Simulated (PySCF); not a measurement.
Radial density of Ca²⁺ (calcium, charge +2)

PBEsol, [Ar], closed-shell 1S. Computed with PySCF 2.14 in aug-cc-pwCVTZ-X2C with one added diffuse shell each of s, p, d, f type (10s9p7d4f, 100 functions), with scalar relativity by spin-free X2C-1e.

```
r (bohr)  4πr²ρ (e/bohr)
 0.00107         0.09440
 0.00180          0.2476
 0.00303          0.6386
 0.00509           1.598
 0.00857           3.798
  0.0144           8.258
  0.0242           15.43
  0.0408           22.41
  0.0686           22.23
   0.115           17.06
   0.194           21.96
   0.326           21.64
   0.549           7.349
   0.923           7.624
    1.55           4.143
    2.61          0.3198
    4.39        0.001580
```

Densities and radii are taken from the X2C orbitals without a picture-change correction, which distorts them close to the nucleus.
